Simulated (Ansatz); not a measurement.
Mulliken charges of CH4ClFGeSi, SMILES `F[Si@H]1[GeH2][C@@H]1Cl` from r2SCAN/def2-TZVPP in Ansatz (PBE0-D4/def2-TZVP geometry).

```csv
atom,x (Å),y (Å),z (Å),charge (e)
F1,-1.790,-0.487,1.819,-0.305
Si2,-0.613,0.270,1.055,0.531
Ge3,1.201,-0.651,-0.022,0.024
C4,-0.503,0.171,-0.795,-0.202
Cl5,-0.559,1.585,-1.843,-0.148
H6,-0.436,1.623,1.623,-0.061
H7,2.469,0.197,-0.146,0.014
H8,1.383,-2.102,-0.470,0.020
H9,-1.063,-0.653,-1.239,0.127
```

Question: By hand: the dipole of these point charges (1 e Å = 4.8032 D).

Answer: Σ q r = (0.387, -0.214, 0.170) e Å, of length 0.474 e Å = 2.28 D.

Question: How does the dipole of the full density compare? (Estimate.)

Answer: The calculation gave: (0.214, -0.197, 0.113) e Å, 1.50 D; the point charges give 1.52 times that, at 13° from its direction.

Point charges leave out the atoms' own dipoles, such as those of lone pairs, and Mulliken's split depends on the basis, so the two needn't agree.
